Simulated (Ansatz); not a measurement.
Molecule: sum formula BN₂H₄Cl, net charge 0, singlet state. 
Structure (B3LYP-D3(BJ)/def2-TZVP (Ansatz, a first-principles code) minimum search):
SMILES: NB(N)Cl
```xyz
8

N     -1.1176    -1.2074    -0.2308
B      0.0437    -0.4192    -0.1476
N      1.3329    -0.8584    -0.4964
Cl    -0.1325     1.2714     0.4475
H     -1.1216    -2.1602    -0.5500
H     -2.0201    -0.8535     0.0290
H      1.5326    -1.7822    -0.8377
H      2.1363    -0.2615    -0.4215
```
Charge 0, spin multiplicity 1.

Dipole moments at this geometry, in debye (magnitudes).

```tsv
level	program	dipole (D)
PBE0/def2-TZVPD	Ansatz	2.86
BHLYP/def2-TZVPD	Ansatz	2.85
r2SCANh/def2-TZVPD	Ansatz	2.87
r2SCAN0/def2-TZVPD	Ansatz	2.88
wB97M-V/def2-TZVPD	Ansatz	?
CCSD(T)/aug-cc-pV(D+d)Z	Ansatz	?
```

Q: Complete the blanks.

A: 
- wB97M-V/def2-TZVPD, dipole (D): 2.84
- CCSD(T)/aug-cc-pV(D+d)Z, dipole (D): 2.82
